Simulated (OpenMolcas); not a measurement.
# Gd4+: effect of the basis set

| Property | Result |
| --- | --- |
| Program | OpenMolcas 26.06 |
| Method | SS-CASPT2, IPEA 0.25 Eh, imaginary shift 0.1 Eh (closed shells correlated: 5s 5p) |
| Active space | 6 electrons in 7 orbitals (4f) |
| State averaging | 2S+1 = 7 even, 7 roots; 2S+1 = 5 even, 140 roots (105 in the spin-orbit step); 2S+1 = 3 even, 236 roots kept (CI in the orbitals of an earlier block, 141 in the spin-orbit step); 2S+1 = 1 even, 105 roots kept (CI in the orbitals of an earlier block, 47 in the spin-orbit step) |
| Spin-orbit coupling | RASSI with atomic mean-field integrals over the reference wave functions, term energies averaged over their components |

A. ANO-R1 [7s5p4d2f], X2C, finite nucleus; CASPT2 step about 80 core-seconds
B. ANO-RCC-VDZP [7s6p4d2f1g], DKH2, point nucleus; CASPT2 step about 2.2 core-minutes
C. ANO-R2 [8s6p5d3f1g], X2C, finite nucleus; CASPT2 step roughly 110 core-seconds
D. ANO-RCC-VTZP [8s7p5d3f2g1h], DKH2, point nucleus; CASPT2 step of the order of 3 core-minutes
E. ANO-RCC-VQZP [9s8p6d4f3g2h], DKH2, point nucleus; CASPT2 step about 9 core-minutes
F. ANO-R3 [9s8p7d5f3g1h], X2C, finite nucleus; CASPT2 step about 14 core-minutes

Energies in cm-1 above 4f6 7F0.

| Level | A | B | C | D | E | F |
| --- | --- | --- | --- | --- | --- | --- |
| 4f6 7F0 | 0.0 | 0.0 | 0.0 | 0.0 | 0.0 | 0.0 |
| 4f6 7F1 | 514 | 535 | 529 | 533 | 540 | 543 |
| 4f6 7F2 | 1412 | 1459 | 1441 | 1449 | 1465 | 1471 |
| 4f6 7F3 | 2560 | 2630 | 2600 | 2600 | 2630 | 2630 |
| 4f6 7F4 | 3860 | 3940 | 3900 | 3900 | 3930 | 3940 |
| 4f6 7F5 | 5250 | 5340 | 5280 | 5280 | 5300 | 5310 |
| 4f6 7F6 | 6690 | 6770 | 6690 | 6690 | 6700 | 6710 |
| 4f6 5D0(1) | 21410 | 20350 | 20170 | 19830 | 19360 | 19320 |
| 4f6 5D1(1) | 23580 | 22550 | 22350 | 22010 | 21570 | 21540 |
| 4f6 5D2(1) | 26760 | 25750 | 25510 | 25180 | 24740 | 24710 |
| 4f6 5D3(1) | 30510 | 29490 | 29220 | 28870 | 28430 | 28410 |
| 4f6 5L6 | 31400 | 31470 | 31280 | 31300 | 30990 | 31040 |
| 4f6 5L7 | 32710 | 32800 | 32600 | 32620 | 32320 | 32380 |
| 4f6 5G2(1) | 33660 | 32800 | 32510 | 32180 | 31740 | 31730 |
| 4f6 5G3(1) | 33880 | 33070 | 32780 | 32450 | 32030 | 32020 |
| 4f6 5L8 | 34000 | 34110 | 33890 | 33930 | 33630 | 33690 |
| 4f6 5G4(1) [66 %] | 34060 | 33270 | 32970 | 32650 | 32230 | 32220 |
| 4f6 5G5(1) [72 %] | 34210 | 33450 | 33160 | 32840 | 32430 | 32430 |
| 4f6 5G6(1) [70 %] | 34280 | 33520 | 33230 | 32920 | 32500 | 32490 |
| 4f6 5D4(1) | 34860 | 33850 | 33540 | 33180 | 32730 | 32720 |
| 4f6 5L9 | 35060 | 35190 | 34960 | 35000 | 34700 | 34770 |
| 4f6 5L10 | 35780 | 35920 | 35690 | 35720 | 35420 | 35490 |
| 4f6 5H7(1) | 39800 | 39250 | 38940 | 38590 | 38200 | 38220 |
| 4f6 5H3(1) | 39860 | 39260 | 38940 | 38610 | 38230 | 38250 |

Among A to F the level of the table that moves most is 4f6 5D4(1), by 2100 cm-1 (lowest in F, highest in A). Moves below CASPT2's spread within the term are not significant.

CASPT2 does not keep the components of a term degenerate, so their means are used; among the terms shown or strongly mixed into the levels shown the widest spread is 210 cm-1 (4f6 5I, F). High states are left out of the spin-orbit mixing, which shifts the levels that they would mix with. The basis is small and was not contracted for so high a charge (holds for A; B). Only configurations of the active space appear. The table leaves out levels that lie high or whose names do not pair safely across all columns.

A share in square brackets marks a mixed level and gives the weight of the term that names it, the lowest over the columns. A number in round brackets counts repeated terms of one configuration in the order of the reference energies.
